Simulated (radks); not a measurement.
All-electron atom: Pb II in [Hg] 6p1 (the NIST ground configuration).

All-electron calculation, scalar-relativistic Kohn-Sham, LDA (Slater exchange, Perdew-Wang correlation), spin-polarised, spherical densities, finite nucleus; open shells are filled with parallel spins first (spin-orbit coupling, left out, can overturn this in heavy ions); Fermi nuclear charge, rms radius 5.5012 fm. Program: a radial shooting solver on a logarithmic mesh with Libxc functionals.

Energy parts (eV):
| part | energy |
|---|---|
| total | -567755.32 |
| kinetic | 641066.74 |
| electron-nucleus | -1416734.06 |
| Hartree | 218115.25 |
| exchange-correlation | -10203.25 |

Orbitals (lengths in bohr, moments of r in powers of bohr; r(max) is where P^2 peaks):
orbital	occ.	eigenvalue (eV)	r(max)
1s up	1	-88012.79	0.009855
1s down	1	-88012.77	0.009855
2s up	1	-15751.38	0.05721
2s down	1	-15751.38	0.05721
2p up	3	-13524.01	0.04762
2p down	3	-13524.00	0.04762
3s up	1	-3786.791	0.1613
3s down	1	-3786.784	0.1613
3p up	3	-3147.777	0.1614
3p down	3	-3147.769	0.1614
3d up	5	-2493.101	0.1314
3d down	5	-2493.094	0.1314
4s up	1	-862.5087	0.3625
4s down	1	-862.4974	0.3625
4p up	3	-652.9147	0.3825
4p down	3	-652.9023	0.3825
4d up	5	-409.7296	0.3884
4d down	5	-409.7158	0.3884
4f up	7	-141.0344	0.3493
4f down	7	-141.0189	0.3493
5s up	1	-152.0714	0.7881
5s down	1	-152.0410	0.7881
5p up	3	-93.7413	0.8808
5p down	3	-93.7046	0.8808
5d up	5	-29.0759	1.073
5d down	5	-28.9499	1.072
6s up	1	-19.8048	1.948
6s down	1	-19.2798	1.937
6p up	1	-10.4224	2.516
6p down	0	-9.7894	2.503

The highest occupied level is 6p up at -10.422 eV. The electron density at the nucleus is 2.943e+06 e/bohr^3 (large components only).
